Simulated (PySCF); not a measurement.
## HTi(OH) + 2 F₂ → TiOF₂ + 2 HF

Level: PBE0 in the def2-TZVP basis family, all electrons, no relativity, computed in PySCF with density fitting; open shells unrestricted.

```tsv
species	state and structure	E (Eh)	ZPE (kJ/mol)	H(298 K) − H(0) (kJ/mol)	S° (J/(mol K))
HTi(OH)	triplet, Cs, O–H 0.956 Å, Ti–H 1.771 Å, Ti–O 1.804 Å; H–O–Ti 149.0°, H–Ti–O 133.4°	-925.61357	44.6	12.7	267.3
F₂	singlet, D∞h, F–F 1.376 Å	-199.40856	6.6	8.7	201.9
TiOF₂	singlet, Cs, Ti–F 1.789 Å (×2), Ti–O 1.592 Å; F–Ti–F 127.8°, F–Ti–O 115.8° (×2)	-1124.20667	18.5	15.4	313.2
HF	singlet, C∞v, H–F 0.920 Å	-100.39188	24.9	8.7	173.6
```

Task: What is the electronic reaction energy?

Result: At PBE0/def2-TZVP, ΔE = -1469.6 kJ/mol from the differences of the total energies times 2625.5, downhill. 

Task: Add zero-point, thermal and entropy terms for 298.15 K and 1 bar.

Result: ΔZPE = 10.5 and Δ[H(298) − H(0)] = 2.7 kJ/mol give ΔH° = -1456.4 kJ/mol. ΔS° = -10.7 J/(mol K), so ΔG° = -1456.4 − 298.15 × (-0.0107) = -1453 kJ/mol.

Open d or f shells are single determinants, so the state found may not be the ground state. Modes under 40 cm⁻¹ make the shape and entropy of TiOF₂ uncertain. Each species is the lowest minimum found with this bonding; other isomers or fragments can lie lower.
